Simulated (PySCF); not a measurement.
PySCF 2.14 output of an unrestricted TPSS calculation on a single atom or ion in cc-pV(D+d)Z (4s3p2d, 23 functions), with no relativity, point nucleus:

```
SCF conv_tol = 1e-09
number electrons alpha = 6  beta = 5
    J. Tao, J. P. Perdew, V. N. Staroverov, and G. E. Scuseria.,  Phys. Rev. Lett. 91, 146401 (2003)
    J. P. Perdew, J. Tao, V. N. Staroverov, and G. E. Scuseria.,  J. Chem. Phys. 120, 6898 (2004)
    J. Tao, J. P. Perdew, V. N. Staroverov, and G. E. Scuseria.,  Phys. Rev. Lett. 91, 146401 (2003)
    J. P. Perdew, J. Tao, V. N. Staroverov, and G. E. Scuseria.,  J. Chem. Phys. 120, 6898 (2004)
cycle= 1 E= -241.464683369487  delta_E= -0.00114  |g|= 0.00838  |ddm|= 0.212
cycle= 2 E= -241.464704462157  delta_E= -2.11e-05  |g|= 0.00142  |ddm|= 0.0344
cycle= 3 E= -241.464705057149  delta_E= -5.95e-07  |g|= 4.19e-06  |ddm|= 0.00353
cycle= 4 E= -241.464705057157  delta_E= -7.73e-12  |g|= 3.79e-08  |ddm|= 3.88e-05
converged SCF energy = -241.464705057157  <S^2> = 0.75002569  2S+1 = 2.0000257
```

The run itself started from symmetry-adapted Hartree-Fock orbitals and held the occupation by maximum overlap, on a logarithmic radial grid, so the iterations belong to that start.

Which element, charge and spin multiplicity is this?

Al²⁺ (aluminium, charge +2), multiplicity 2; the state was [Ne] 3s1, 2S determinant.
